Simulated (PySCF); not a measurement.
## Telling isomers of C7H10O apart by NMR

Level of theory: GFN2-xTB geometry, PBE0/pcSseg-1 with gauge-including orbitals, in PySCF 2.14.0 with density-fitted response routines (equivalent nuclei averaged, a single conformation, isolated molecule, non-relativistic Hamiltonian).

Shifts are taken against calculated references (same method and geometry level): 1H (31.72 ppm) and 13C (186.93 ppm) against TMS. Where no couplings were computed, multiplicities follow the n + 1 count of equivalent neighbours, and m marks all less simple cases (inequivalent or close neighbours, rings, F or P nearby). Shifts are as computed. Against solution values, carbons near 30 ppm lie about +3 ppm off and those near 130 ppm about +5 ppm (rms about the fit 2.1 ppm; single classes can miss by 10 ppm). Of 1328 compounds with measured shifts, 309 miss one by over three times the rms of a fit or turn the order of signals round; such compounds aren't used in these exercises. Signals without a measured value on file couldn't be tested in this way; 1H shifts scatter by 0.2 ppm about their fit, and single ones miss by 0.5 ppm.

(1) Tabulate the signals of `C=C(C)[C@@H]1C=CCO1`, `O=C[C@H]1[C@@H]2CC[C@H]1C2` and their relative energies.

(2) What is the quickest way to tell C=C(C)[C@@H]1C=CCO1 from O=C[C@H]1[C@@H]2CC[C@H]1C2?

## Answers

(1) 
```tsv
SMILES	carbon types	δC	δH	E rel. (kcal/mol)
C=C(C)[C@@H]1C=CCO1	1×C 3×CH 2×CH2 1×CH3	157.6, 138.8, 135.0, 115.6, 97.5, 82.2, 18.7	6.02 (m, 1H), 5.73 (m, 1H), 5.60 (m, 1H), 5.18 (m, 1H), 5.14 (m, 1H), 5.08 (m, 1H), 5.04 (m, 1H), 1.84 (s, 3H)	8.0
O=C[C@H]1[C@@H]2CC[C@H]1C2	4×CH 3×CH2	208.1, 66.5, 43.8, 36.8, 31.0	10.39 (d, 1H), 2.63 (m, 1H), 2.59 (m, 2H), 1.89 (m, 1H), 1.83 (m, 2H), 1.82 (m, 2H), 1.15 (m, 1H)	0.0
```

Energies are electronic energies at PBE0/pcSseg-1 on these geometries, without zero-point or thermal terms, each for the one conformer computed, which needn't be the lowest.

(2) Count the carbon signals: 7 against 5. The first has a fully substituted alkene carbon (C) at 157.6 ppm, the second an aldehyde carbonyl carbon (CH) at 208.1 ppm. In the proton spectra the most deshielded non-exchanging signals are 6.02 (m, 1H) and 10.39 (d, 1H).
